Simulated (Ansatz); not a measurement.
**Stretch profile**

CH4OSn (SMILES [CH3][Sn][OH]), singlet, at its PBE0-D4/def2-TZVP minimum:

```
7
angstrom
C -0.7731 0.4864 -0.2267
Sn 1.3104 0.3534 -0.9038
O 1.8212 -1.0576 0.3957
H -1.2597 -0.4877 -0.3423
H -1.3489 1.2296 -0.7817
H -0.7987 0.7489 0.8360
H 1.1102 -1.3411 0.9771
```

The bond length C1–H6 (1.095 Å at the minimum) is set to the values below, the two halves moving rigidly along the bond. Each method's energies count from its own value at the PBE0-D4 minimum structure. Ansatz 0.2.0; basis: def2-TZVPP; cores frozen in the correlated methods. Filled d shells of the heavier atoms are correlated. Core potentials replace the inner electrons of the atoms past krypton. The def2 sets are not built for correlating such inner shells, so the correlated values are less sure here.

CCSD(T) energies along the scan:
```tsv
bond length (Å)	CCSD(T) (kJ/mol)
0.898	90.9
0.944	48.2
1.012	12.5
1.091	0.0
1.178	9.3
1.272	35.6
1.372	73.3
1.478	118.0
1.588	165.2
```
They count from the CCSD(T) energy at the PBE0-D4 minimum.

Minimum and curvature along this coordinate at CCSD(T): A fifth-order fit through the nearest points gives 1.094 Å, with a curvature of about 32 eV/Å².

Q: Treat the two halves as rigid bodies and work out the harmonic wavenumber of this stretch from that curvature (ν̃ = 521.5 √(k/μ) cm⁻¹ with k in eV/Å² and μ in u).

A: The halves weigh 149.75 and 1.01 u, so μ = 149.75 × 1.01/150.76 = 1.003 u and ν̃ = 521.5 √(32/1.003) ≈ 2900 cm⁻¹. A true normal mode mixes in other motions, so this is a guide only.

Largest difference from the CCSD(T) curve over the scan: r2SCAN-D4 1.1; wB97M-V 6.6; MP2 11.4 kJ/mol. Each curve counts from its own value at the minimum.

The T1 diagnostic stays at or below 0.018.

For scale, one of the runs: CCSD(T)/def2-TZVPP, 168 basis functions (an equivalent command: `ansatz run in.yaml --threads 4`). Hardware: 4 CPU threads, shared host. Wall time 31 s; peak host memory 1.6 GiB.
